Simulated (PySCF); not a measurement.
How methods differ on the excitation energy of Si

Si [Ne] 3s2 3p2 (3P) → Si [Ne] 3s1 3p2 3d1 (high-spin determinant), as a difference of total energies. Computed with PySCF 2.14 in aug-cc-pCVTZ-DK (8s7p5d3f, 75 functions), with scalar relativity by spin-free X2C-1e. Correlated levels: valence: [Ne] frozen; valence and next inner shell: 1s2 frozen; nothing frozen. The calculations carry no spin-orbit coupling.

| method | excitation energy (eV) |
| --- | --- |
| UHF | 10.275 |
| PBE | 11.264 |
| PBE0 | 11.305 |
| r2SCAN | 11.069 |
| CAM-B3LYP | 11.894 |
| wB97X-V | 11.743 |
| MP2 (valence) | 11.311 |
| SCS-MP2 (valence) | 11.730 |
| MP2 (valence and next inner shell) | 11.480 |
| SCS-MP2 (valence and next inner shell) | 11.857 |
| MP2 (all electrons) | 11.477 |
| SCS-MP2 (all electrons) | 11.854 |

Task: Estimate what LDA gives.

Result: 11.386 eV, closest to MP2 (valence) among the rows shown.

Task: Estimate what B97-3 gives.

Result: 11.575 eV, closest to MP2 (valence and next inner shell) among the rows shown.

The upper state lies above the first ionisation limit, but in LS coupling its spin forbids autoionisation to the ground ion.

The promoted electron is Rydberg-like, and one or two diffuse shells describe it only roughly, which tends to raise the upper state.

The determinant of the upper state mixes LS terms, which raises its energy above the lowest term, most at the Hartree-Fock and MP2 levels.
